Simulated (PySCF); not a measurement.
## Basis-set dependence of excited states

Compound: o-xylene, C₈H₁₀.
SMILES: `CC1=CC=CC=C1C`

TDDFT with PBE0 (PySCF), vertical singlets, core orbitals frozen in the response, spherical d and f functions. Geometry: PBE0-D3(BJ)/def2-SVP; no solvent, vibrations or thermal averaging.

```tsv
basis	functions	diffuse	S1 (eV)	S2 (eV)	S3 (eV)	S4 (eV)	S5 (eV)	LUMO (eV)	α (au)
6-31G*	132	no	5.48	6.16	7.14	7.16	7.82	0.34	78.4
def2-SVP	162	no	5.42	6.10	7.06	7.08	7.55	0.08	82.7
6-31+G*	164	yes	5.35	5.98	6.22	6.44	6.46	0.00	89.8
def2-SVPD	240	yes	5.33	5.98	6.52	6.80	6.85	-0.07	93.4
aug-cc-pVDZ	274	yes	5.29	5.80	5.91	6.07	6.13	-0.11	96.0
```

Question: How much do these states and the polarisability depend on the basis?

Answer: States are compared by their number. Against the largest diffuse basis here (aug-cc-pVDZ, itself not a converged limit), sets without diffuse functions differ by up to 0.19 eV in S1 and 1.69 eV in S5; the smaller diffuse sets differ by up to 0.06 and 0.72 eV. State by state, the largest deviation of a set without diffuse functions is S1 0.19, S2 0.36, S3 1.23, S4 1.09, S5 1.69 eV. The same number needn't mean the same state in each row. Against aug-cc-pVDZ the polarisability deviates by -18% in 6-31G*, -14% in def2-SVP, -6% in 6-31+G*, -3% in def2-SVPD. A single + in a Pople set puts diffuse functions on heavy atoms only.
